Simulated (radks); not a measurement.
Values are calculated unless marked as measured or tabulated.
The mean radii <r> (bohr) of the occupied orbitals of an atom or ion are listed with their occupations. Level of theory: Dirac Kohn-Sham, exchange-only LDA, spin-unpolarised, spherical densities, finite nucleus; Fermi nuclear charge, rms radius of each element as measured or else 0.836 A^(1/3) + 0.57 fm (a radial shooting solver on a logarithmic mesh with Libxc functionals).

orbital  occ.      <r>
1s1/2       2  0.02365
2s1/2       2   0.1006
2p1/2       2  0.08425
2p3/2       4  0.09066
3s1/2       2   0.2663
3p1/2       2   0.2559
3p3/2       4   0.2684
3d3/2       4   0.2396
3d5/2       6   0.2435
4s1/2       2   0.6078
4p1/2       2   0.6240
4p3/2       4   0.6527
4d3/2       4   0.7021
4d5/2       6   0.7123
5s1/2       2    1.474
5p1/2       2    1.671
5p3/2       4    1.767
6s1/2       2    4.511
4f5/2       4    1.140

Name the element and its charge. Open shells, if any, fill j = l - 1/2 first.

Answer. Z = 60, neodymium, charge 0: Nd in [Xe] 4f4 6s2. The 1s radius gives Z: for a bare nucleus <r> = (2 gamma + 1)/(2Z) with gamma = sqrt(1 - (Z/c)^2), 0.02332 bohr for Z = 60, and screening makes it slightly larger (0.02365 here). The occupations add up to 60, and the charge is Z minus that.
